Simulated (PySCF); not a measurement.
**Cost of excited-state runs on SMILES CC[C@@]1(C(=O)Cl)C[C@H]1C, C7H11ClO**

Geometry:
| atom | x (Å) | y (Å) | z (Å) |
| --- | --- | --- | --- |
| C1 | -2.328 | -0.436 | -0.310 |
| C2 | -0.873 | -0.502 | -0.767 |
| C3 | -0.010 | 0.497 | -0.012 |
| C4 | -0.297 | 1.879 | -0.401 |
| O5 | -0.979 | 2.258 | -1.297 |
| Cl6 | 0.523 | 3.113 | 0.603 |
| C7 | 0.399 | 0.177 | 1.413 |
| C8 | 1.440 | 0.173 | 0.355 |
| C9 | 2.102 | -1.094 | -0.117 |
| H10 | -2.919 | -1.185 | -0.830 |
| H11 | -2.749 | 0.543 | -0.524 |
| H12 | -2.400 | -0.618 | 0.760 |
| H13 | -0.817 | -0.283 | -1.835 |
| H14 | -0.490 | -1.508 | -0.607 |
| H15 | 0.057 | -0.775 | 1.790 |
| H16 | 0.386 | 0.974 | 2.139 |
| H17 | 2.104 | 1.029 | 0.336 |
| H18 | 2.267 | -1.064 | -1.193 |
| H19 | 1.510 | -1.973 | 0.120 |
| H20 | 3.069 | -1.195 | 0.373 |

PySCF with density fitting, on 1 thread of an Arm Neoverse V2, shared host. Command: `OMP_NUM_THREADS=1 python excited_run.py task.json out`

(1) How long does each of these runs take, and how much memory?
- magnetisability and related constants, B3LYP/pcSseg-1; usual settings
- magnetisability and related constants, LDA/cc-pVDZ; IEF-PCM benzene

## Answers

(1) 
```csv
run,level,basis functions,wall time,peak memory (GiB)
magnetisability and related constants,B3LYP/pcSseg-1,215,51 s,1.1
magnetisability and related constants,LDA/cc-pVDZ,185,22 s,0.75
```
Times from a shared host are rough.
